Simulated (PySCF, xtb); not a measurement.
B(F)3(OMe2) (C2H6BF3O), SMILES CO(C)->B(F)(F)F (connectivity only; charge and spin as stated), neutral, multiplicity 1. Other conformers were not sampled.

Harmonic wavenumbers (cm⁻¹) from GFN2-xTB (xtb 6.7.1) at its own minimum, in rising order: 57, 154, 189, 206, 232, 252, 292, 354, 432, 442, 444, 529, 806, 932, 1055, 1100, 1122, 1155, 1179, 1212, 1215, 1396, 1405, 1446, 1454, 1457, 1463, 2973, 2974, 2988, 2990, 3047, 3048.

Task: What does PySCF 2.14.0 with ωB97X-D3(BJ)/def2-SVP give at its own minimum? (An estimate is asked for; the answer gives what the named calculation found.)

Result: 55, 142, 179, 225, 234, 280, 332, 370, 471, 500, 502, 627, 836, 970, 1113, 1162, 1213, 1214, 1285, 1301, 1335, 1449, 1465, 1470, 1482, 1491, 1497, 3076, 3081, 3182, 3184, 3242, 3242. Paired by order, the mean absolute difference is 68 cm⁻¹ and the zero-point energies are 57.2 and 60.3 kcal/mol.
